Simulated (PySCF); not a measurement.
A run for PySCF: R-HF/3-21G on CH4 (SMILES C).

```python
from pyscf import gto, scf, dft, mp
from pyscf.data.elements import chemcore

mol = gto.M(
    atom='''
    C    -0.04372021   -0.02852370    3.28725130
    H    -0.97407985    0.44721681    2.97715472
    H     0.05742953    0.06262602    4.36752985
    H    -0.05916880   -1.08530270    3.02073512
    H     0.80317258    0.46344997    2.80903287
    ''',
    basis='3-21g',
    charge=0, spin=0, verbose=3, max_memory=1800)
mf = scf.RHF(mol)
mf.conv_tol = 1e-8
mf.max_cycle = 100
mf.kernel()
if not mf.converged:
    mf = mf.newton().run(mf.mo_coeff, mf.mo_occ)
```

Q: Predict the final total energy.

A: -39.9767 hartree.
